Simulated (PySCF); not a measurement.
Method: PBE-D3(BJ)/def2-TZVP // B3LYP-D3(BJ)/def2-TZVP (PySCF 2.14.0). All species are isolated molecules in the gas phase. One relaxed conformer stands for a flexible species; it need not be the lowest. Excitations are Tamm–Dancoff values on a coarser integration grid. The basis has no diffuse functions, so Rydberg states are missing or too high.

Reference species (SMILES): `C(O)=[SiH2]` (H–O–C–Si torsion 164°) (neutral, multiplicity 1).

```
Property                 Result
----------------------  -------
S1 oscillator strength    0.002
T1 excitation (TDA)     2.18 eV
S1 excitation (TDA)     4.36 eV
```

Changed species: `C[SiH]=O`.

**Question.** Give the shifts of the S1 oscillator strength, T1 excitation (TDA) and S1 excitation (TDA).

**Answer.** the S1 oscillator strength stays essentially unchanged; the T1 excitation (TDA) rises by 1.57 eV, to 3.75 eV; the S1 excitation (TDA) falls by 0.24 eV, to 4.12 eV.
